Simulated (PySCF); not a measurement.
Structure from 2D NMR

Compound of formula C₂H₁₁FO₂Si₄. Correlations simulated from computed shifts and the bond graph:

HSQC (one-bond C–H):
```tsv
δH	δC
6.51	146.2
6.49	139.8
6.01	139.8
```

COSY cross peaks (H two or three bonds apart, from the bond graph; peaks can be absent where the dihedral angle is near 90°):
```tsv
δH	δH
6.51	6.49
6.51	6.01
6.51	5.66
6.49	6.01
```

HMBC (two and three bonds, from the bond graph):
```tsv
δH	δC
6.51	139.8
6.49	146.2
6.01	146.2
5.66	146.2, 139.8
```

Single conformer, fast rotation and ring inversion assumed for equivalent nuclei, gas phase, non-relativistic Hamiltonian. PBE0/pcSseg-1 with gauge-including orbitals; geometry from GFN2-xTB; PySCF.

Shifts are taken against calculated references (same method and geometry level): TMS for 1H and 13C.

Exchangeable hydrogens are left out of these lists.

Which molecule is this?

## Answers

SMILES C=C[Si@@H](O)[Si@](F)([SiH3])O[SiH3].

Numbering as in the mapped SMILES `[CH2:1]=[CH:2][Si@@H:3]([OH:4])[Si@:5]([F:6])([SiH3:7])[O:8][SiH3:9]`. Hydrogens are named by the atom that carries them. Ha(C1) is cis to Si3; Hb(C1) is trans to Si3.

1. δC 146.2 is C2, an alkene CH (δH 6.51).
2. δC 139.8 is C1, a terminal =CH2 carbon (δH 6.49, 6.01).
3. COSY links 6.51–6.49, 6.51–6.01, 6.51–5.66, 6.49–6.01.

The data come from this structure; uniqueness wasn't tested.

OH/NH shifts are gas-phase values; hydrogen bonding in solution moves them, usually downfield. Shifts are as computed. Against solution values, carbons near 30 ppm lie about +3 ppm off and those near 130 ppm about +5 ppm. Of 1309 compounds with measured shifts, 239 miss one by over three times the rms of a fit or turn the order of signals round; such compounds aren't used in these exercises.
